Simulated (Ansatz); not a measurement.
`NBBF` + HBr → `NBBr` + `BF` at 700 K and 1 bar (cleavage of the B–B bond).

Gas-phase electronic energies from Ansatz, PBE0-D4/def2-TZVP geometries. CCSD(T)/CBS is the MP2 limit (def2-TZVPP, def2-QZVPP) plus CCSD(T) − MP2 in def2-TZVPP, frozen cores. This one scheme is used for every species. For Br outer-core shells are correlated without core-valence functions, which leaves a few kJ/mol of doubt a bond. Scalar relativity is left out up to krypton. Each species was taken in one conformer, which may not be the lowest.

| species | CCSD(T)/CBS energy (Eh) | H − E (kJ/mol) | S (J/(mol·K)) |
| --- | --- | --- | --- |
| `NBBF` | -206.56125 | 203.3 | 391.7 |
| HBr | -2573.91920 | 36.5 | 223.7 |
| `NBBr` | -2654.70322 | 151.4 | 344.2 |
| `BF` | -125.82039 | 88.4 | 262.0 |

H − E and S are ideal-gas, rigid-rotor, harmonic terms from PBE0-D4/def2-TZVP, for one conformer and one mirror image of each species. 1 Eh = 2625.50 kJ/mol, R = 8.31446 J/(mol·K).

Task: By hand: ΔE, ΔH, ΔS and ΔG.

Result: ΔE = (-2654.70322) + (-125.82039) − (-206.56125) − (-2573.91920) = -0.04316 Eh = -113.3 kJ/mol. Δ(H − E) = 151.4 + 88.4 − 203.3 − 36.5 = 0.0, so ΔH = -113.3 kJ/mol. ΔS = 344.2 + 262.0 − 391.7 − 223.7 = -9.2 J/(mol·K). ΔG = -113.3 − 700 × (-9.2)/1000 = -106.9 kJ/mol.

Task: By hand: the equilibrium constant, and the temperature at which ΔG would vanish if ΔH and ΔS stayed fixed.

Result: log₁₀ K = −ΔG/(RT ln 10) = 8.0. ΔG = 0 at ΔH/ΔS = 12315 K, far beyond where these terms or the molecules hold.

The number of gas molecules stays the same, so ΔS is small and ΔH decides. A doubt of 5 kJ/mol in ΔE shifts log₁₀ K by 0.4 here. Other conformers and mirror images would add mixing entropy, several J/(mol·K) or more a flexible species. Modes under 60 cm⁻¹, often nearly free rotors, make the harmonic entropy too high. These are equilibria of isolated gas molecules and say nothing of rates. Largest T1 diagnostic: 0.015 (customary marks: 0.02 for closed shells, 0.045 for open ones).
